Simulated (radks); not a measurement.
Values are calculated unless marked as measured or tabulated.
Task: These are the eigenvalues of the occupied orbitals of an atom or ion with whole-number occupations (hartree). Level of theory: non-relativistic Kohn-Sham, PBE, spin-unpolarised, spherical densities, point nucleus (a radial shooting solver on a logarithmic mesh with Libxc functionals).

1s: -215.1827
2s: -24.96577
2p: -21.33286
3s: -3.44391
3p: -2.43166
3d: -0.84524

Which element is it, and in what charge state? The configuration may be excited.

Result: Z = 24, chromium, charge +2: Cr2+ in [Ar] 3d4. The list shows which subshells hold electrons but not how many an open one holds; the 1s level, -215.18 hartree, gives Z - s = 20.7 by -(Z - s)^2/2, which with screening narrows Z to a few neighbours, and the depths of the outer levels then fix element, charge and occupations together.
